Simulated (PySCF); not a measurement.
GaHFCl, SMILES [F][GaH][Cl]. Heavy atoms are numbered as in [GaH:1]([F:3])[Cl:4]. Hydrogens are named by the atom that carries them.

Geometry optimised at PBE-D3(BJ)/def2-TZVP.

Computed with M06-2X/def2-TZVPD in PySCF.

Mulliken values depend strongly on the basis, most of all with diffuse functions as here. ESP charges are fitted to the potential on shells at 1.4 to 2.0 van der Waals radii. Atomic charges (e), one atom of each kind:

| atom | ESP fit | Mulliken |
|---|---|---|
| Ga1 (GaH) | ___ | 0.91 |
| H on Ga1 | ___ | -0.18 |
| F3 | ___ | -0.41 |
| Cl4 | ___ | -0.33 |

Task: Fill in the missing entries. (The exact figures need the calculation; the answer reports its results.)

Result: 
- Ga1 (GaH), ESP fit: 0.84
- H on Ga1, ESP fit: -0.15
- F3, ESP fit: -0.41
- Cl4, ESP fit: -0.29
